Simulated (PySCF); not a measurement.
Isomers of CH3BO. Gas-phase values, no solvent. One relaxed conformer stands for each flexible species; it need not be the lowest. Strings in code marks are SMILES.

The four lowest singlet excitations (Tamm–Dancoff). These are PBE-D3(BJ)/def2-TZVP // B3LYP-D3(BJ)/def2-TZVP (PySCF) values and carry that method's errors. Excitations are Tamm–Dancoff values on a coarser integration grid. The basis has no diffuse functions, so Rydberg states are missing or too high.

```
state  energy (eV)  wavelength (nm)  oscillator strength
-----  -----------  ---------------  -------------------
S1            5.71              217                0.002
S2            7.17              173                0.005
S3            7.69              161                0.045
S4            7.92              157                0.058
```

Problem. Identify which member gives these states.
A) `[H]/B=C/O` (B–C–O–H torsion 0°)
B) `B1CO1`
C) `C=BO` (C–B–O–H torsion 180°)
D) `BC=O` (H–B–C–O torsion 86°)

Solution. B, `B1CO1`
